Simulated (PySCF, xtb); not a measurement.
C₂H₄BBr, SMILES C=CBBr. Atoms are numbered in the order given.

```xyz
8

B     -1.0513    -0.5055     0.0000
H     -2.2254    -0.2501     0.0000
Br     0.1233     1.0227     0.0000
C     -0.5101    -1.9499     0.0000
C      0.7942    -2.2848     0.0000
H     -1.2449    -2.7653     0.0000
H      1.1311    -3.3269     0.0000
H      1.5746    -1.5162     0.0000
```
Charge 0, spin multiplicity 1.

Geometry optimised at B3LYP-D3(BJ)/def2-SVP. The structure was generated by enumeration, and PubChem lists no compound with its InChIKey, so it may never have been made. The values are those of a single conformer.

Calculation: C-PCM-M06-2X/def2-SVP run with PySCF.

The values are the electrostatic part of the solvation free energy, E(continuum) − E(gas) at the gas-phase geometry, in a cavity of scaled van der Waals radii (PySCF's table); cavitation and dispersion terms are not included. In vacuum the orbital gap is 7.81 eV. The dipole moment in vacuum is 1.80 D.

```
solvent       ε  ΔG(elec) (kcal/mol)  dipole (D)  gap (eV)
--------  -----  -------------------  ----------  --------
water     78.36                 -1.6        2.31      8.00
n-hexane   1.88                 -0.7        2.01      7.90
ethanol   24.85                 -1.5        2.30      8.00
```

For comparison, GFN2-xTB/ALPB(water) (xtb, at the GFN2-xTB geometry, all terms of that model) gives -1.5 kcal/mol.
